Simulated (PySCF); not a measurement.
**[TbI2]+ at several levels of theory**

Computed with PySCF 2.14.0 (density fitting, no spin-orbit coupling) at the geometry relaxed with PBE0:

```xyz
3
[TbI2]+ (singlet in the valence; each metal's 4f electrons, 8 of them, lie in its core potential, out of spins and levels)
Tb    0.0000    0.0000   -0.9955
I     2.2320    0.0000    0.5915
I    -2.2320    0.0000    0.5915
```

| level | basis | state | HOMO (eV) | gap (eV) | charge on Tb1 (e) | population of f-type functions on Tb1 (polarisation alone where 4f lies in the core) | dipole about the centre of mass (D) | largest force component (eV/Å) |
| --- | --- | --- | --- | --- | --- | --- | --- | --- |
| PBE0 | Tb lcecp-1-SVP with ECP54, I def2-SVP with ECP28 | singlet | -11.89 | 4.22 | 1.11 | 0.02 | 7.49 | 0.00 |
| BP86 | the same | singlet | -10.97 | 2.67 | 0.98 | 0.02 | 6.87 | 0.28 |
| PBE0 | Tb lcecp-1-TZVP with ECP54, I def2-TZVP with ECP28 | singlet | -11.82 | 4.27 | 1.38 | 0.03 | 7.25 | 0.06 |

In the lcecp rows the 4f levels are missing from HOMO and gap, and the state counts the valence alone.

Charges are Mulliken's, which hang on the basis. The relaxation used the grid (50, 194), these runs (75, 302) or, all-electron (x2c bases, spin-free X2C Hamiltonian), (99, 590).

(1) What does M06-L with Tb lcecp-1-SVP with ECP54, I def2-SVP with ECP28 give here?

An lcecp potential fixes the number of 4f electrons, so in runs with it no electron can move into or out of that shell.

## Answers

(1) state singlet, HOMO (eV) -10.80, gap (eV) 3.29, charge on Tb1 (e) 1.13, population of f-type functions on Tb1 (polarisation alone where 4f lies in the core) 0.02, dipole about the centre of mass (D) 7.32, largest force component (eV/Å) 0.38. Time: 5.8 s on 2 threads of Arm Neoverse V1, on a shared host, from an already converged density.
